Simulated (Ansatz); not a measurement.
Coupled-cluster diagnostics for the cluster Ta₄Si₃, Ansatz.

Geometry of the singlet (PBE-D4/def2-SVP):

```xyz
7

Ta    1.932   -0.209   -1.299
Ta   -0.235   -1.114   -2.346
Ta   -0.012   -1.259    0.281
Ta   -0.455    0.961   -0.730
Si   -0.560    0.878    2.165
Si    1.588    0.763    0.982
Si   -2.259   -0.021    0.946
```

In the def2 sets Ta takes a core potential; there is no spin–orbit coupling. Correlated methods freeze 15 core orbitals; core or outer-core shells of Ta are correlated, in sets that lack core-valence functions. No other spin state of charge 0 was run. Another isomer (triplet) lies 1.49 eV lower at PBE0-D4/def2-TZVP; other spin states weren't run for this one.

Problem. Estimate the CCSD(T) correlation energy, the shares of MP2 and (T), T1 and the reference's ⟨S²⟩ for: charge 0, singlet, own geometry in def2-SVP; and the rough time on 4 threads of Arm Neoverse V2 on a shared host.

Solution. 
```tsv
state	basis	correlation (eV)	MP2 share (%)	(T) share (%)	T1	⟨S²⟩ (pure)	wall time	remarks
charge 0, singlet, own geometry	def2-SVP	-45.985	110.5	10.0	0.064	0.00 (0.00)	6.3 min	large T1 (0.064), restricted SCF unstable
```
Customary marks for T1 are 0.02 (closed shells), 0.045 (open shells) and about 0.05 (3d metals). T1 exceeds 0.02 in 1 of 1 rows and 0.045 in 1; the higher it lies, the less the single-reference result can be trusted.
